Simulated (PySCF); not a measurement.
**WH3, quartet: computed properties**

All numbers come from UPBE0/[W def2-TZVP with ECP60, H def2-TZVP], scalar-relativistic core potentials, density fitting, no spin–orbit coupling, PySCF.

The structure is a minimum.

```xyz
4
charge 0 multiplicity 4, angstrom
W     0.0000    0.0000    0.0078
H     1.6402    0.0000   -0.4773
H    -0.8201    1.4204   -0.4773
H    -0.8201   -1.4204   -0.4773
```

```
Point group                                                                   : C3v
Bond lengths                                                                  : W–H 1.710 Å (×3)
Bond angles                                                                   : H–W–H 112.3° (×3)
Spin squared ⟨S²⟩                                                             : 3.780
Principal quadrupole moments (Buckingham, traceless) about the centre of mass : -0.98, -0.98, 1.95 D Å
Dipole moment                                                                 : 1.65 D
Heat capacity Cp at 298.15 K                                                  : 46.3 J/(mol K)
Entropy at 298.15 K and 1 bar (electronic part: spin only)                    : 253.0 J/(mol K)
Enthalpy at 298.15 K above 0 K                                                : 11.28 kJ/mol
Highest occupied level (α)                                                    : -6.47 eV
Rotational symmetry number                                                    : 3
Rotational constants                                                          : 3.536, 3.536, 2.073 cm⁻¹
Principal polarisabilities                                                    : 47.9, 47.9, 51.4 bohr³
Atomisation energy without zero-point energy                                  : 880 kJ/mol
Lowest empty level (α)                                                        : -2.01 eV
Zero-point energy                                                             : 46.2 kJ/mol
```

Harmonic modes (masses in u: W 183.951, H 1.008):
```csv
symmetry,ω (cm⁻¹),"IR (km/mol, summed over degenerate members)",type
a1,411,141,bend
e,710,77.4,bend
e,1955,482,stretch
a1,1978,23.7,stretch
```

In C3v the vibrations span 2a1 + 2e.

Charges (e):
```csv
atom,Mulliken,Löwdin,polar tensor,spin (Mulliken),Mayer order to W1
W1,0.35,0.30,0.84,3.35,–
"H2,3,4",-0.12,-0.10,-0.28,-0.12,0.98
```

Mulliken populations on W1 (electrons outside its core potential): s 2.90, p 6.26, d 4.47, f 0.02.

Formally W is in oxidation state +3, d3, with 3 unpaired electrons (the high-spin count). The Mulliken spin on W is 3.35. The polar-tensor charge on W, 0.84, is far below the formal one.

This need not be the most stable arrangement of these atoms. Open d and f shells are described by one determinant, and the ground state may have another occupation or spin. No spin–orbit coupling is included, which matters more the heavier the element.

The final relaxation and frequency run took about 50 core-seconds on a shared host.
